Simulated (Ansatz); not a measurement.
```yaml
crystal:
  periodic: [false, false, false]
  atoms:
    - {symbol: C, position_ang: [-1.224419, 1.398286, -0.134736]}
    - {symbol: Ge, position_ang: [0.359761, 0.506917, 0.608897]}
    - {symbol: B, position_ang: [0.696994, -1.360199, -0.273633]}
    - {symbol: O, position_ang: [0.199755, -2.513220, 0.248026]}
    - {symbol: O, position_ang: [1.406000, -1.509823, -1.424307]}
    - {symbol: H, position_ang: [-1.375571, 2.365416, 0.345342]}
    - {symbol: H, position_ang: [-2.113340, 0.786450, 0.024121]}
    - {symbol: H, position_ang: [-1.102610, 1.556311, -1.207171]}
    - {symbol: H, position_ang: [0.158649, 0.356861, 2.134982]}
    - {symbol: H, position_ang: [1.577240, 1.437891, 0.404327]}
    - {symbol: H, position_ang: [-0.275167, -2.389077, 1.070524]}
    - {symbol: H, position_ang: [1.769709, -0.690912, -1.762474]}
basis:
  gaussian: {orbitals: STO-3G}
magnetization: {spin_polarized: true, initial_magnetization: 2}
hamiltonian: {xc: {name: PBE0-DH}}
scf: {max_iter: 3}
```

```sh
$ ansatz run in.yaml --threads 4 --pin off --events-out ev --progress --plain --max-ram 10444MiB
```

How does Ansatz answer? (An estimate is asked.)

Computed: The input was rejected before any iteration.
```
Error: invalid value for `basis.gaussian`: such a run doesn't read scf.max_iter; remove what it names
```
